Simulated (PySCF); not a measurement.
Record of a relaxation.

Species: C5H8Si.
Numbering: `[CH:1]#[C:2]/[CH:3]=[CH:4]/[SiH2:5][CH3:6]` (hydrogens: H7 on C1; H8 on C3; H9 on C4; H10, H11 on Si5; H12, H13, H14 on C6)

Method: PySCF 2.14.0, PBE0-D3(BJ)/def2-SVP geometry optimisation, gas phase; density fitting, grid level 1; the optimiser is geomeTRIC in internal coordinates, started from a GFN2-xTB structure with every atom displaced at random (about 0.01 Å). The frame can shift and turn from step to step; on so coarse a grid that alone can change the energy by a few meV, and forces under 0.02 eV/Å are noise.

Step 0: E = -13174.5713 eV, largest atomic force 3.735 eV/Å
```
atom  x, y, z in Å  |  force x, y, z in eV/Å
C1      3.851   -0.411   -0.601   -3.606   0.851  -0.477
C2      2.658   -0.139   -0.746    2.107  -0.558   0.150
C3      1.274    0.154   -0.905    2.374  -0.393  -0.670
C4      0.482    0.300    0.124   -2.945   0.547   1.484
Si5    -1.384    0.683   -0.059    0.689  -0.607   1.246
C6     -2.378   -0.582    0.945   -0.195   0.401  -0.794
H7      4.860   -0.604   -0.486    1.807  -0.390   0.220
H8      0.967    0.266   -1.924   -0.578   0.105  -0.896
H9      0.852    0.188    1.147    0.268  -0.045   0.009
H10    -1.761    0.631   -1.457   -0.164   0.010  -0.903
H11    -1.646    2.035    0.488   -0.078   0.288   0.042
H12    -2.185   -1.597    0.601    0.072  -0.362  -0.197
H13    -2.141   -0.545    1.992    0.378   0.108   0.938
H14    -3.457   -0.396    0.875   -0.129   0.045  -0.154
```

Step 1: E = -13174.7739 eV, largest atomic force 0.444 eV/Å
```
atom  x, y, z in Å  |  force x, y, z in eV/Å
C1      3.901   -0.328   -0.734    0.099  -0.119   0.156
C2      2.698   -0.165   -0.739    0.053   0.142  -0.071
C3      1.303    0.103   -0.840    0.128   0.016   0.047
C4      0.462    0.266    0.200   -0.418  -0.010  -0.148
Si5    -1.371    0.651   -0.013    0.185  -0.153   0.256
C6     -2.438   -0.571    0.945    0.035   0.028   0.054
H7      4.964   -0.492   -0.671   -0.109   0.017  -0.057
H8      0.942    0.209   -1.870   -0.115  -0.031  -0.003
H9      0.856    0.161    1.218    0.117   0.000   0.012
H10    -1.701    0.599   -1.466    0.019   0.034  -0.119
H11    -1.635    2.028    0.506   -0.035   0.067  -0.024
H12    -2.257   -1.603    0.612    0.008  -0.032  -0.034
H13    -2.225   -0.522    2.024    0.065   0.011   0.002
H14    -3.508   -0.351    0.820   -0.031   0.029  -0.072
```

Step 2: E = -13174.7843 eV, largest atomic force 0.224 eV/Å
```
atom  x, y, z in Å  |  force x, y, z in eV/Å
C1      3.882   -0.348   -0.691   -0.031  -0.078   0.117
C2      2.684   -0.153   -0.737    0.044   0.130  -0.177
C3      1.294    0.128   -0.874    0.061  -0.113   0.052
C4      0.449    0.287    0.163   -0.117   0.002   0.045
Si5    -1.378    0.659   -0.008    0.029  -0.017   0.008
C6     -2.412   -0.581    0.953   -0.022  -0.015   0.034
H7      4.936   -0.539   -0.604    0.000   0.008  -0.033
H8      0.928    0.204   -1.907   -0.015   0.023   0.021
H9      0.867    0.184    1.173    0.042   0.023   0.007
H10    -1.722    0.623   -1.464    0.000   0.025  -0.019
H11    -1.649    2.035    0.520   -0.015   0.002  -0.019
H12    -2.224   -1.608    0.602   -0.001   0.007  -0.010
H13    -2.175   -0.539    2.027    0.017   0.001  -0.012
H14    -3.486   -0.368    0.839    0.009   0.003  -0.015
```

Step 3: E = -13174.7871 eV, largest atomic force 0.196 eV/Å
```
atom  x, y, z in Å  |  force x, y, z in eV/Å
C1      3.881   -0.358   -0.713   -0.070  -0.044   0.068
C2      2.686   -0.143   -0.743   -0.039   0.086  -0.015
C3      1.292    0.133   -0.840   -0.023  -0.083  -0.087
C4      0.448    0.299    0.198    0.171  -0.008   0.097
Si5    -1.372    0.658   -0.004   -0.066   0.048  -0.048
C6     -2.411   -0.585    0.944   -0.044  -0.021  -0.001
H7      4.932   -0.564   -0.654    0.049   0.006  -0.022
H8      0.900    0.198   -1.865    0.028   0.016  -0.018
H9      0.872    0.216    1.208   -0.009   0.018  -0.020
H10    -1.685    0.615   -1.470    0.009   0.006   0.038
H11    -1.668    2.038    0.503   -0.007  -0.024  -0.006
H12    -2.209   -1.611    0.599   -0.004   0.018   0.004
H13    -2.189   -0.535    2.022   -0.011  -0.006  -0.010
H14    -3.484   -0.378    0.806    0.016  -0.011   0.022
```

Step 4: E = -13174.7892 eV, largest atomic force 0.079 eV/Å
```
atom  x, y, z in Å  |  force x, y, z in eV/Å
C1      3.869   -0.362   -0.698   -0.021  -0.033   0.042
C2      2.677   -0.139   -0.749    0.011   0.023  -0.074
C3      1.284    0.132   -0.855    0.001  -0.015   0.048
C4      0.454    0.303    0.195    0.041   0.017  -0.004
Si5    -1.369    0.659   -0.001   -0.044   0.026  -0.012
C6     -2.407   -0.587    0.946   -0.017  -0.003  -0.023
H7      4.920   -0.573   -0.633    0.025   0.011  -0.010
H8      0.889    0.200   -1.878    0.021  -0.010   0.006
H9      0.892    0.228    1.200   -0.015   0.006  -0.032
H10    -1.682    0.621   -1.466    0.009  -0.004   0.028
H11    -1.669    2.038    0.505   -0.003  -0.012   0.007
H12    -2.204   -1.611    0.595   -0.001   0.005   0.003
H13    -2.182   -0.541    2.022   -0.011  -0.005   0.000
H14    -3.480   -0.382    0.810    0.003  -0.005   0.021
```

Step 5: E = -13174.7900 eV, largest atomic force 0.071 eV/Å
```
atom  x, y, z in Å  |  force x, y, z in eV/Å
C1      3.872   -0.369   -0.687    0.014  -0.019   0.018
C2      2.681   -0.139   -0.753    0.014  -0.006  -0.025
C3      1.288    0.129   -0.865   -0.063   0.021   0.025
C4      0.455    0.311    0.181    0.008   0.006  -0.011
Si5    -1.376    0.664    0.002    0.024  -0.014  -0.020
C6     -2.408   -0.590    0.948    0.025   0.008  -0.022
H7      4.923   -0.579   -0.617   -0.008   0.012  -0.006
H8      0.899    0.189   -1.891   -0.002  -0.008  -0.002
H9      0.897    0.243    1.183   -0.011   0.009   0.021
H10    -1.698    0.632   -1.460   -0.003  -0.005  -0.005
H11    -1.677    2.039    0.515    0.009  -0.001   0.015
H12    -2.207   -1.610    0.589    0.000  -0.007   0.000
H13    -2.175   -0.552    2.023   -0.002  -0.004   0.008
H14    -3.482   -0.385    0.824   -0.005   0.008   0.004
```

Step 6: E = -13174.7906 eV, largest atomic force 0.030 eV/Å
```
atom  x, y, z in Å  |  force x, y, z in eV/Å
C1      3.868   -0.374   -0.689    0.006  -0.005   0.004
C2      2.678   -0.140   -0.755    0.013  -0.008  -0.004
C3      1.285    0.130   -0.861   -0.024  -0.008   0.017
C4      0.457    0.320    0.188   -0.006   0.004  -0.021
Si5    -1.373    0.667    0.003    0.009  -0.006  -0.001
C6     -2.405   -0.591    0.944    0.015   0.003  -0.011
H7      4.920   -0.583   -0.623   -0.008   0.007  -0.002
H8      0.890    0.177   -1.885   -0.003   0.005  -0.001
H9      0.899    0.259    1.191   -0.001   0.012   0.011
H10    -1.691    0.633   -1.460   -0.001  -0.003  -0.008
H11    -1.680    2.040    0.517    0.003   0.001   0.011
H12    -2.201   -1.610    0.584   -0.001  -0.004  -0.001
H13    -2.175   -0.555    2.020    0.001  -0.003   0.005
H14    -3.479   -0.388    0.819   -0.004   0.005   0.001
```

Step 7: E = -13174.7910 eV, largest atomic force 0.023 eV/Å
```
atom  x, y, z in Å  |  force x, y, z in eV/Å
C1      3.864   -0.380   -0.688    0.001   0.011  -0.013
C2      2.674   -0.144   -0.757   -0.006  -0.013   0.018
C3      1.280    0.125   -0.859    0.018  -0.007  -0.008
C4      0.458    0.330    0.191   -0.004  -0.002  -0.003
Si5    -1.372    0.671    0.004   -0.007   0.006   0.002
C6     -2.400   -0.593    0.940   -0.001  -0.006   0.005
H7      4.916   -0.585   -0.625   -0.002  -0.002   0.003
H8      0.881    0.160   -1.881   -0.003   0.002   0.000
H9      0.902    0.283    1.194    0.004   0.010   0.000
H10    -1.689    0.639   -1.458    0.000   0.002  -0.004
H11    -1.681    2.042    0.524   -0.002  -0.001   0.004
H12    -2.195   -1.610    0.573   -0.003   0.002  -0.002
H13    -2.169   -0.564    2.016    0.003   0.000  -0.002
H14    -3.475   -0.390    0.818    0.000   0.001  -0.001
```

**Question.** Summarise the path.

**Answer.** The energy falls by 0.2197 eV from step 0 to step 7; nine tenths of that is first reached at step 1. It falls at every step. The largest force goes from 3.735 to 0.023 eV/Å. Among the bonds Si5–H10 changes most, from 1.449 to 1.497 Å; the atoms move by 0.079 Å rms after alignment.

**Question.** Follow the three bonds and two angles with the largest change from start to end.

**Answer.** 
```json
{"step": "0", "E above end (eV)": "0.2197", "largest force (eV/Å)": "3.735", "Si5–H10 (Å)": "1.449", "C4–Si5 (Å)": "1.913", "C3=C4 (Å)": "1.307", "C4–C3–H8 (°)": "124.4", "C3–C4–H9 (°)": "121.4"}
{"step": "1", "E above end (eV)": "0.0171", "largest force (eV/Å)": "0.444", "Si5–H10 (Å)": "1.490", "C4–Si5 (Å)": "1.885", "C3=C4 (Å)": "1.348", "C4–C3–H8 (°)": "120.5", "C3–C4–H9 (°)": "118.7"}
{"step": "2", "E above end (eV)": "0.0067", "largest force (eV/Å)": "0.224", "Si5–H10 (Å)": "1.496", "C4–Si5 (Å)": "1.872", "C3=C4 (Å)": "1.347", "C4–C3–H8 (°)": "120.4", "C3–C4–H9 (°)": "117.2"}
{"step": "3", "E above end (eV)": "0.0039", "largest force (eV/Å)": "0.196", "Si5–H10 (Å)": "1.499", "C4–Si5 (Å)": "1.866", "C3=C4 (Å)": "1.348", "C4–C3–H8 (°)": "119.2", "C3–C4–H9 (°)": "117.2"}
{"step": "4", "E above end (eV)": "0.0018", "largest force (eV/Å)": "0.079", "Si5–H10 (Å)": "1.499", "C4–Si5 (Å)": "1.869", "C3=C4 (Å)": "1.349", "C4–C3–H8 (°)": "119.8", "C3–C4–H9 (°)": "117.3"}
{"step": "5", "E above end (eV)": "0.0010", "largest force (eV/Å)": "0.071", "Si5–H10 (Å)": "1.497", "C4–Si5 (Å)": "1.873", "C3=C4 (Å)": "1.349", "C4–C3–H8 (°)": "119.9", "C3–C4–H9 (°)": "116.8"}
{"step": "6", "E above end (eV)": "0.0004", "largest force (eV/Å)": "0.030", "Si5–H10 (Å)": "1.497", "C4–Si5 (Å)": "1.872", "C3=C4 (Å)": "1.349", "C4–C3–H8 (°)": "119.9", "C3–C4–H9 (°)": "117.1"}
{"step": "7", "E above end (eV)": "0.0000", "largest force (eV/Å)": "0.023", "Si5–H10 (Å)": "1.497", "C4–Si5 (Å)": "1.871", "C3=C4 (Å)": "1.349", "C4–C3–H8 (°)": "119.8", "C3–C4–H9 (°)": "117.2"}
```

What follows is the cost of the whole optimisation. The run took 47 s on an Arm Neoverse V1 with one thread, shared host with 32 logical CPUs at a one-minute load of 11, and the process peaked at 0.52 GiB of memory.
